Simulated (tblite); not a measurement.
Species: C2H11NP2Si.
Cartesian coordinates in Å at the GFN2-xTB level; atoms count from 1:
```xyz
17
C2H11NP2Si angstrom
C     -1.324   -1.372   -0.051
N     -0.674   -0.085    0.025
C     -1.604    1.013   -0.060
Si     0.999    0.107   -0.330
P      1.890    1.934    0.652
P      1.972   -1.749    0.482
H     -1.803   -1.525   -1.024
H     -0.588   -2.160    0.106
H     -2.088   -1.447    0.727
H     -2.359    0.923    0.725
H     -1.073    1.953    0.072
H     -2.115    1.037   -1.029
H      1.300    0.293   -1.773
H      1.034    2.824    0.037
H      1.109    1.868    1.789
H      3.251   -1.240    0.394
H      2.066   -2.363   -0.752
```

Calculated harmonic vibrations of the isolated species, GFN2-xTB (tblite), most abundant isotopes, no scaling. The method is semi-empirical: single wavenumbers can be off by several per cent or more. Modes of hydrogen on phosphorus and silicon can be 10 to 20 % off. One conformer, not necessarily the lowest.

Harmonic wavenumbers (cm⁻¹): 52.1, 79.3, 115.4, 128.9, 135.3, 149.9, 177.5, 194.1, 251.9, 290.8, 366.8, 430.6, 521.8, 600.4, 607.7, 665.8, 685.6, 707.4, 714.7, 752.6, 1029.5, 1052.3, 1085.0, 1120.7, 1140.6, 1145.5, 1201.9, 1294.0, 1412.7, 1423.2, 1467.1, 1480.5, 1491.3, 1502.8, 2035.4, 2316.3, 2327.6, 2404.5, 2410.9, 2914.6, 2915.7, 2960.9, 2966.8, 3000.2, 3027.7.

A = 1708, B = 1598, C = 889.0 MHz; mass 139.014 u (most abundant isotopes); point group C1, symmetry number 1.

Problem. Zero-point energy?

Solution. Half the sum of the wavenumbers: 27378 cm⁻¹ = 327.52 kJ/mol.

Problem. Give the ideal-gas entropy at 400 K and 1 bar in the rigid-rotor, harmonic-oscillator model (classical rotation).

Solution. Translation 176.51, rotation 126.14, vibration 183.95: S = 486.6 J/(mol K).

Problem. And Cp and H(400 K) − H(0)?

Solution. Cp = 198.20 J/(mol K), of which vibrations give 164.94 (their classical limit is 45 R = 374.2); H(400 K) − H(0) = 50.31 kJ/mol without the zero-point energy, 37.00 from vibrations.

Problem. How do the functions run with temperature in this model?

Solution. 
```csv
T (K),S (J/(mol K)),Cp (J/(mol K)),H − H(0) (kJ/mol),G − H(0) (kJ/mol),ln q(vib)
50,246.6,59.8,2.12,-10.21,0.47
100,298.4,90.8,5.95,-23.89,1.88
298.15,433.2,165.9,31.73,-97.44,8.08
373.15,473.1,190.1,45.09,-131.45,10.25
500,533.8,225.6,71.53,-195.39,13.71
750,635.9,277.9,134.88,-342.03,19.93
1000,721.0,313.4,209.08,-511.93,25.51
```

q(vib) and H(0) count from the zero-point level.

Problem. Blend soft modes into free rotors: weight 1/[1 + (100 cm⁻¹/ν̃)⁴] for the oscillator and the rest for a rotor with moment μB/(μ + B), μ = h/(8π²ν), B = 10⁻⁴⁴ kg m². What vibrational entropy results?

Solution. 171.77 J/(mol K) in place of 183.95, which changes −T·S at 400 K by +4.87 kJ/mol.

Problem. What must be added to the electronic energy to get the Gibbs energy at 400 K and 1 bar?

Solution. ZPE + [H(400 K) − H(0)] − T·S = 327.52 + 50.31 − 194.64 = 183.19 kJ/mol.

Hindered rotation and anharmonicity are outside this model. Other conformers, if any are populated, would add a mixing term that is left out. The structure is chiral; the term R ln 2 for an equal mix with its mirror image is left out.
